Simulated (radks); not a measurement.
Fractional charge and spin in the 5p shell of holmium: the spin-up occupation runs from 2 to 3 and the spin-down occupation from 2 to 3; the fullest corner is Ho, [Kr] 4d10 4f(up 5.5, down 5.5) 5s2 6s2 5p(up 3, down 3). Calculated with a radial shooting solver on a logarithmic mesh with Libxc functionals: scalar-relativistic Kohn-Sham, BLYP, spin-polarised, spherical densities, finite nucleus; Fermi nuclear charge, rms radius of each element as measured or else 0.836 A^(1/3) + 0.57 fm. Energy (eV) minus the two flat planes that join the four corners (they meet along the diagonal where the two added fractions sum to one electron); zero is where a piecewise linear energy would lie.

down \ up       2    2.25     2.5    2.75       3
2           0.000  -1.140  -1.510  -1.124   0.000
2.25       -1.140  -1.457  -1.021   0.152  -1.016
2.5        -1.510  -1.021   0.202  -0.916  -1.338
2.75       -1.124   0.152  -0.916  -1.289  -0.990
3           0.000  -1.016  -1.338  -0.990   0.000

Corners above the fullest one (they belong to Ho+ and the next ion): (up 3, down 2) 30.803 eV, (up 2, down 3) 30.803 eV, (up 2, down 2) 73.845 eV. With half an added electron in each spin the energy lies 0.202 eV from the planes, and with half an added electron in spin up alone -1.510 eV. The planes are only a guide here: the flat-plane condition holds for ground states with one frontier orbital, while this shell lies below other occupied shells, so the corners above the fullest one are inner-hole states and not the ground states of those ions.
